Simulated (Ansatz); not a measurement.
ClFH$_{4}$OSi$_{2}$ (`F[SiH2]O[SiH2]Cl`), relaxed with RKS PBE-D4/def2-SVP in Ansatz 0.2.0 from a rough embedded geometry. The force threshold is 0.03 eV/Å; the program also tests the step.

Total charge 0; spin multiplicity 1.

Start:

```xyz
9

F    -0.029   -1.010   -2.071
Si    0.772   -1.189   -0.724
O    -0.040   -0.385    0.424
Si   -0.735    1.117    0.721
Cl   -1.197    1.249    2.632
H     2.149   -0.616   -0.829
H     0.820   -2.630   -0.378
H     0.264    2.184    0.373
H    -2.004    1.280   -0.149
```

Problem. By how much does the energy fall, and how many steps does the optimiser take? (An estimate is asked.)

Solution. Computed: 26.40 kJ/mol, in 33 steps, 3 of them rejected.

Problem. Which bonds change most? (An estimate is asked.)

Solution. Computed: Si4–Cl5 from 1.970 to 2.078 Å; F1–Si2 from 1.577 to 1.633 Å; Si4–H9 from 1.548 to 1.493 Å; Si2–O3 from 1.620 to 1.665 Å.

Problem. Give the relaxed structure. (An estimate is asked.)

Solution. Ansatz gave: 
```xyz
9

F     1.179   -0.775   -2.144
Si    0.750   -1.246   -0.640
O    -0.524   -0.305   -0.127
Si   -0.894    1.174    0.548
Cl    0.061    1.354    2.385
H     1.934   -1.047    0.253
H     0.274   -2.659   -0.713
H    -0.411    2.286   -0.331
H    -2.370    1.218    0.769
```
